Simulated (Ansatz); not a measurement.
Question: Name a neutral molecule of C, S, Si, Sn and H with size of the dipole moment (B3LYP/def2-TZVPP) between 0.80 and 1.10 D and HOMO–LUMO gap (ωB97M-V/def2-TZVPP) between 10.30 and 10.60 eV (Ansatz, PBE0-D4/def2-TZVP geometry).

Answer: `[CH3][SnH2][SiH2]S` (0.92 D, 10.36 eV). Other molecules can fit too; these were computed, each in one conformer that needn't be the lowest.

B3LYP here is the variant with VWN-RPA as its local correlation; programs differ in this.
